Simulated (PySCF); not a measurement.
Mapped SMILES: `[F:1][CH:2]([F:3])[C:4]1=[CH:5][CH+:6][CH2:7][CH2:8]1`; H(Xn) means a hydrogen on atom n.

Geometry: PBE0-D3(BJ)/def2-SVP; GIAO shifts from PySCF, gas phase, non-relativistic, averaged over equivalent atoms.

At PBE0/pcSseg-1 (171 basis functions, 20 s wall time on 1 thread of an Arm Neoverse V1, shared host):
```csv
atoms,δ (ppm)
F1/F3,-137.4
C4,258.8
C6,247.7
C5,151.8
C2,114.7
C7,54.7
C8,51.8
H(C6),10.83
H(C5),8.61
H(C2),6.95
H(C7),4.30
H(C8),4.24
```

Shifts are taken against calculated references (same method and geometry level): CFCl3 for 19F (σ = 177.25 ppm); TMS for 13C (σ = 184.41 ppm) and 1H (σ = 31.27 ppm).

What do these become at mPW1PW91/pcSseg-1?

Results:


```tsv
atoms	δ at mPW1PW91/pcSseg-1	change
F1/F3	-137.1	+0.3
C4	258.7	-0.1
C6	247.7	+0.0
C5	151.7	-0.1
C2	114.5	-0.2
C7	54.5	-0.2
C8	51.6	-0.2
H(C6)	10.82	-0.01
H(C5)	8.58	-0.03
H(C2)	6.95	+0.00
H(C7)	4.29	-0.01
H(C8)	4.23	-0.01
```

Shifts are taken against calculated references (same method and geometry level): 19F (σ = 177.88 ppm) vs CFCl3; 13C (σ = 183.54 ppm) and 1H (σ = 31.32 ppm) against TMS.

The largest change is at F1/F3 (fluorine of a CF2 group). Cost: 171 basis functions, 20 s wall time on 1 thread of an Arm Neoverse V1, shared host. The order of the carbon signals is the same at both levels.

Unscaled 19F shifts against computed CFCl3 carry errors that often reach 10 to 50 ppm.
